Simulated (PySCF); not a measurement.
BLYP on Hf²⁺ (hafnium, charge +2), [Xe] 4f14 5d1 6s1, 6s spin antiparallel (an excited configuration). Computed with PySCF 2.14 in ANO-RCC-VTZP (8s7p5d3f2g1h, 104 functions), with scalar relativity by spin-free X2C-1e.

```
cycle= 1 E= -15078.244111858  delta_E= -0.0198  |g|= 0.717  |ddm|= 0.945
cycle= 2 E= -15078.1022413299  delta_E= 0.142  |g|= 1.45  |ddm|= 1.43
cycle= 3 E= -15078.2825370196  delta_E= -0.18  |g|= 0.0248  |ddm|= 1.39
cycle= 4 E= -15078.282799241  delta_E= -0.000262  |g|= 0.0244  |ddm|= 0.141
cycle= 5 E= -15078.28296946  delta_E= -0.00017  |g|= 0.00496  |ddm|= 0.0472
cycle= 6 E= -15078.2829743353  delta_E= -4.88e-06  |g|= 0.000967  |ddm|= 0.0124
cycle= 7 E= -15078.2829746104  delta_E= -2.75e-07  |g|= 0.000267  |ddm|= 0.000903
cycle= 8 E= -15078.2829746286  delta_E= -1.81e-08  |g|= 2.47e-05  |ddm|= 0.000294
cycle= 9 E= -15078.2829746287  delta_E= -1.93e-10  |g|= 3.59e-07  |ddm|= 3.97e-05
converged SCF energy = -15078.2829746287  <S^2> = 1.000701  2S+1 = 2.2366949
```

Highest occupied orbital energy: -18.570 eV; ⟨L²⟩ = 8.37; populations by l: s 10.61, p 24.00, d 21.39, f 14.00.

Task: Can this result be used?

Result: Not for this state. Self-consistency was reached. ⟨L²⟩ = 8.37 against 6 for a pure D term, so this real determinant mixes terms. Spin-orbit coupling, absent here, splits the open shell strongly. With the s spin flipped the determinant is a mixture of two multiplicities, not a spectroscopic state. The s, p, d and f populations moved away from the nominal configuration during the SCF.
